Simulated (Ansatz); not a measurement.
`CO[SiH2][SiH2]O` + `N[SiH2]NCO` → `CO[SiH2][SiH2]N` + `OCN[SiH2]O`  (redistribution)

Calculated with Ansatz (gas phase, PBE0-D4/def2-TZVP geometries, no zero-point term in ΔE). CCSD(T)/CBS is the MP2 limit (def2-TZVPP, def2-QZVPP) plus CCSD(T) − MP2 in def2-TZVPP, frozen cores. DFT in def2-TZVPP. Each species was taken in one conformer, which may not be the lowest.

```
             level  ΔE (eV)
           PBE0-D4    -0.09
            r2SCAN    -0.08
CCSD(T)/def2-TZVPP    -0.10
    CCSD/CBS(def2)    -0.06
```

(1) What does CCSD(T)/CBS give? (Estimate.)

Largest T1 diagnostic among the species: 0.012.

## Answers

(1) Ansatz gave: -0.08 eV. The listed levels differ from it by -0.01, 0.00, -0.02, 0.02 eV.

In def2-TZVPP, CCSD(T) changes the Hartree–Fock value by −0.09 eV (the triples alone add −0.02 eV) and MP2 by −0.09 eV. The D4 term adds −0.06 eV with B3LYP and −0.03 eV with PBE0; it sums over pairs of atoms, weighted by their polarisabilities, and B3LYP, whose exchange is more repulsive, gets the larger term.

B3LYP here is the variant with VWN-RPA as its local correlation; programs differ in this.
